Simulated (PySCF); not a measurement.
Level of theory: B3LYP-D3(BJ)/def2-TZVP // B3LYP-D3(BJ)/def2-SVP (PySCF 2.14.0). Gas-phase values, no solvent. One relaxed conformer stands for a flexible species; it need not be the lowest. B3LYP has the VWN-RPA correlation part, as in Gaussian. Excitations are Tamm–Dancoff values on a coarser integration grid. The basis has no diffuse functions, so Rydberg states are missing or too high.

Reference species (SMILES): `Bc1ccc2ccccc2n1` (neutral, multiplicity 1).

```
Property                                       Value
-------------------------------------------  -------
brightest of the four lowest singlets (TDA)  4.27 eV
S1 oscillator strength                         0.001
```

Changed species: `Bc1ccc2cccnc2c1`.

**Question.** Give the shifts of the brightest of the four lowest singlets (TDA) and S1 oscillator strength.

**Answer.** the brightest of the four lowest singlets (TDA) rises by 0.11 eV, to 4.38 eV; the S1 oscillator strength is nearly the same.
